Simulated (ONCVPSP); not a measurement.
## palladium: one change to an ONCV potential, before and after

Pd, optimised norm-conserving Vanderbilt (ONCV), made with ONCVPSP 4.0.1 (PBE, scalar-relativistic). Core [Ar] 3d10, reference 4s2 4p6 4d9 5s1. Waves: 4s+5s: rc 1.50 bohr, ncon 4, nbas 7, qcut 7.7 1/bohr, 2 projectors; 4p: rc 1.00 bohr, ncon 4, nbas 8, qcut 9.5 1/bohr, 2 projectors, debl 1.5 Ha; 4d: rc 1.45 bohr, ncon 3, nbas 7, qcut 6.3 1/bohr, 2 projectors, debl 1.2 Ha. Local part: polynomial inside 0.80 bohr (lpopt 5, dvloc0 0 Ha). Core correction: Teter function fitted to the true core (icmod 2), fcfact 0.7.

In the p channel the program set the typed energies aside and used -2.002, 0.250 Ha.

Change: local potential polynomial inside 0.80 bohr (lpopt 5, dvloc0 4.5 Ha).

Cutoffs: the cutoffs (Ha) at which the residual kinetic energy of the hardest occupied pseudo-wave falls to 1 and 0.1 mHa per electron; they do not see the model core or the augmentation charge, which bear on the density cutoff. Errors are all-electron minus pseudo energies relative to the spin-unpolarised reference configuration.

Q: Predict the effect on cutoff, ghosts and configuration errors.

A: The potential gets neither clearly harder nor softer (56 Ha and 119 Ha → 56 Ha and 119 Ha); the lowest positive-energy flag moves from s at 45.1 eV to s at 113.4 eV; the errors of the 3 common tests hardly move; the range in which the s phases agree widens (upper end 1.4 → 3.7); neither file shows a bound ghost.

```csv
quantity,base,changed
"cutoff, loose",56 Ha,56 Ha
"cutoff, tight",119 Ha,119 Ha
bound ghosts,none,none
GHOST(+) flags under 300 eV,s at 45.1 eV,s at 113.4 eV
tests with a reliable result,3 of 4,3 of 4
"error for 4s2 4p6 4d10 5s0, meV [ΔE -1.50 eV]",+2.2,+2.2
"error for 4s2 4p6 4d9 5s0, meV [ΔE 7.61 eV]",-1.7,-1.7
"error for 4s2 4p6 4d8 5s0, meV [ΔE 28.43 eV]",-9.9,-9.8
s: phases at 1.52 bohr within 0.05 rad from the reference energy up to (Ha; the scan ends near 5),1.4,3.7
p: phases at 1.01 bohr within 0.05 rad from the reference energy up to (Ha; the scan ends near 5),to the end of the scan,to the end of the scan
d: phases at 1.47 bohr within 0.05 rad from the reference energy up to (Ha; the scan ends near 5),to the end of the scan,to the end of the scan
"rms error of d²Exc/dni dnj with the model core, mHa",1.24,1.24
```
